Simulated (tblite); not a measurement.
F2Mg, singlet, geometry from GFN2-xTB (such geometries of metal compounds can be far from the true shape); IPEA1-xTB run with tblite.

Input for tblite:
```
$ tblite run mol.xyz --method ipea1 --charge 0 --spin 0 --json tblite.json --no-restart

# file mol.xyz
3

Mg     0.40305854    -0.05533096    -0.13647722
F     -0.45725792     1.18552207    -0.93154954
F     -0.08015346    -1.11174745     1.11351917
```

Task: What does tblite print? Leave out banner, timings and long lists.

Result: 
```
xTB calculator
 | screened Coulomb repulsion
 | Coulomb electrostatics
 |  * isotropic Klopman-Ohno-Mataga-Nishimoto electrostatics
 |  * onsite third-order electrostatics
 | DFT-D3(BJ) dispersion correction

halogen bonding energy    0.0000000000000E+00 Eh
repulsion energy          1.4788620120223E-02 Eh
dispersion energy        -2.9002735556957E-04 Eh
number of electrons       1.6000000000000E+01 e
integral cutoff           4.0000000000000E+01 bohr

------------------------------------------------------------
  cycle        total energy    energy error   density error
------------------------------------------------------------
      1     -11.25906395853  -1.1273563E+01   8.2211350E-01
      2     -11.56595356054  -3.0688960E-01   3.4954835E-01
      3     -11.56455686367   1.3966969E-03   1.4465593E-01
      4     -11.55534961620   9.2072475E-03   8.9723955E-02
      5     -11.56727542178  -1.1925806E-02   1.8854752E-03
      6     -11.56724368991   3.1731870E-05   4.9839357E-03
      7     -11.56727759634  -3.3906434E-05   1.2521906E-03
      8     -11.56727989330  -2.2969585E-06   7.6318585E-05
      9     -11.56727990109  -7.7883335E-09   2.1560986E-05
     10     -11.56727990170  -6.0686034E-10   7.4476451E-06
------------------------------------------------------------

electronic energy        -1.1581778494462E+01 Eh
total energy             -1.1567279901697E+01 Eh

Post processing:
 | Mayer-Wiberg bond orders

[Info] JSON dump of results written to 'tblite.json'
```
